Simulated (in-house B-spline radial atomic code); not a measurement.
Configurations of Al³⁺, with energies counted from [He] 2s2 2p6. Method: non-relativistic HSE06, spin-polarised, spherical fractional occupations, point nucleus. Calculated with a radial B-spline atomic code at the basis-set limit. Caution: exact exchange at fractional occupations of open shells leaves self-interaction of up to several eV. Shells without spins written out take the highest spin.

Occupations are held fixed; configurations that lie above the ionisation limit could autoionise.

```csv
configuration,E - E(ref) (eV),highest orbital,its <r> (bohr)
[He] 2s2 2p5 3p1,87.918,3p up,2.118
[He] 2s1 2p6 3s1,115.96,3s up,1.917
"[He] 2s(0 up, 1 down) 2p6 3p(1 up, 0 down)",124.73,3p up,2.139
[He] 2s1 2p6 3d1,134.52,3d up,2.447
```

**Question.** Order these further configurations by energy, lowest first.
A. [He] 2s2 2p(2 up, 3 down) 3s(1 up, 0 down)
B. [He] 2s1 2p6 3p1
C. [He] 2s2 2p5 3s1
D. [He] 2s2 2p(3 up, 2 down) 3d(1 up, 0 down)
E. [He] 2s(0 up, 1 down) 2p6 3s(1 up, 0 down)

**Answer.** C (79.458 eV), A (79.816 eV), D (98.102 eV), E (116.49 eV), B (124.46 eV).
